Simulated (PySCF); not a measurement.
Mg(OH)(SH), H2MgOS, SMILES [SH][Mg][OH] (PBE0/def2-SVP optimised geometry):

```
5

Mg     0.164     0.654     0.000
O     -1.593     0.655     0.002
H     -2.543     0.692    -0.015
S      2.469     0.654     0.000
H      2.543    -0.692     0.112
```

Level of theory: PBE0/def2-TZVP in PySCF.

Task: What are the frontier orbital energies and the dipole moment?

Result: HOMO-2 -8.16 eV, HOMO-1 -8.15 eV, HOMO -7.09 eV, LUMO -1.27 eV, LUMO+1 0.12 eV; dipole moment 1.71 D.

Meta-Löwdin charges at PBE0/def2-TZVP: Mg1 1.48, O2 -1.16, H3 0.35, S4 -0.77, H5 0.10.
